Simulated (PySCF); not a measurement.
**Ionisation energy of Sb⁴⁵⁺ by level of theory**

Sb⁴⁵⁺ [He] 2s2 2p2 [2p1/2^2, M_J = 0] → Sb⁴⁶⁺ [He] 2s2 2p1 [2p1/2^1, M_J = 1/2], as a difference of total energies. Calculation: PySCF 2.14, in an uncontracted even-tempered set (17 s from 24 bohr⁻², ratio 2.4; 12 p from 31 bohr⁻², ratio 2.4; 5 d from 100 bohr⁻², ratio 2.6; 4 f from 160 bohr⁻², ratio 2.6); the two-component X2C-1e Hamiltonian. Correlated levels: nothing frozen; the 32 highest virtual spinors dropped. "Screened" scales the spin-orbit matrix elements by Boettger's factors to mimic the two-electron term; Breit and QED terms are absent.

```
                    method  ionisation energy (eV)
           GHF (spin-free)                  7728.6
          GMP2 (spin-free)                  7728.3
 GHF (screened spin-orbit)                  7894.0
GMP2 (screened spin-orbit)                  7896.3
```

Q: How much does correlation contribute at GMP2 (screened spin-orbit)?

A: 7896.3 − (7894.0) = 2.3 eV, measured against GHF (screened spin-orbit).

For this ion Breit and QED terms and the two-electron picture change, all absent here, outweigh the correlation shift from GHF to GMP2.

The spin-free rows relax to the high-spin LS determinant and lack the spin-orbit shift.

The labels give the starting determinants; with spin-orbit coupling the two ends relaxed to ⟨J²⟩ = 0.00, ⟨L²⟩ = 1.33, ⟨S²⟩ = 1.33 and ⟨J²⟩ = 0.75, ⟨L²⟩ = 2.00, ⟨S²⟩ = 0.75.

For comparison: 7887 ± 4 eV (theoretical estimate listed by NIST; NIST Atomic Spectra Database, ionization energies).
